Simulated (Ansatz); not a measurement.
Basis-set series for C$_{5}$H$_{5}$F$_{3}$ (`F[C@H]1[C@H](F)C=C[C@@H]1F`). Total charge 0; spin multiplicity 1. Geometry: relaxed with PBE0-D4/def2-TZVP.

Cartesian coordinates in Å:
```
F -0.3934 1.0994 2.0996
C 0.2967 0.6954 0.9713
C 0.5797 -0.7695 0.9834
C 0.2962 -1.3315 -0.1860
C -0.2210 -0.3311 -1.1647
F -1.3453 -0.7881 -1.8279
C -0.5295 0.8847 -0.2969
F -0.2511 2.0699 -0.9339
H 1.2070 1.3039 0.9231
H 0.9976 -1.2661 1.8501
H 0.4398 -2.3717 -0.4502
H 0.5147 -0.0691 -1.9338
H -1.5914 0.8737 -0.0342
```

| functional | basis | functions | energy (Eh) | HOMO (eV) | LUMO (eV) |
| --- | --- | --- | --- | --- | --- |
| PBE0-D4 | def2-SVP | 137 | -492.15971 | -8.45 | -0.62 |
| PBE0-D4 | def2-TZVPP | 318 | -492.73841 | -8.50 | -0.76 |
| ωB97M-V | def2-SVP | 137 | -492.50180 | -10.69 | 1.62 |
| ωB97M-V | def2-TZVPP | 318 | -493.09726 | -10.75 | 1.39 |

Task: Give the rows for def2-QZVPP. (Estimate.)

Result: The calculation gave: 
```tsv
functional	basis	functions	energy (Eh)	HOMO (eV)	LUMO (eV)
PBE0-D4	def2-QZVPP	606	-492.76379	-8.54	-0.83
ωB97M-V	def2-QZVPP	606	-493.12128	-10.79	1.26
```

Positive LUMOs are unbound and depend on the basis.

Program: Ansatz 0.2.0.
